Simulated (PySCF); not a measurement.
Precursor series Zn Cl-NH2. All species are isolated molecules in the gas phase. One relaxed conformer stands for each flexible species; it need not be the lowest.

Quantity: redistribution energy (mixed species minus the weighted end members), in kcal/mol.

Level 1: TPSSh-D3(BJ)/def2-TZVP // PBE-D3(BJ)/def2-SVP (PySCF)
Level 2: B3LYP/LANL2DZ // PBE-D3(BJ)/def2-SVP (PySCF)
Level 3: PBE/6-31G* (LANL2DZ on Zn) // PBE-D3(BJ)/def2-SVP (PySCF)
Level 4: HF/6-31G* (LANL2DZ on Zn) // PBE-D3(BJ)/def2-SVP (PySCF)

| species | level 2 | level 3 | level 4 |
|---|---|---|---|
| 1 of 2 Cl replaced by NH2: [Zn(Cl)(NH2)] | -1.57 | -1.65 | -1.00 |

Q: What does level 1 give for each?

A: 
- 1 of 2 Cl replaced by NH2: [Zn(Cl)(NH2)]: -0.87
